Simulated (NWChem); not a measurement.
C3H6Si; SMILES C#CC[SiH3]

Program: NWChem. Coordinates come from a PBE0/def2-SVP optimisation. Field at 589 nm.

Task: What does the run give for B3LYP/def2-SVP? Quantities: isotropic polarisability (bohr³); anisotropy (bohr³).

Result: 
```json
{
 "isotropic polarisability (bohr³)": "55.8",
 "anisotropy (bohr³)": "34.6"
}
```
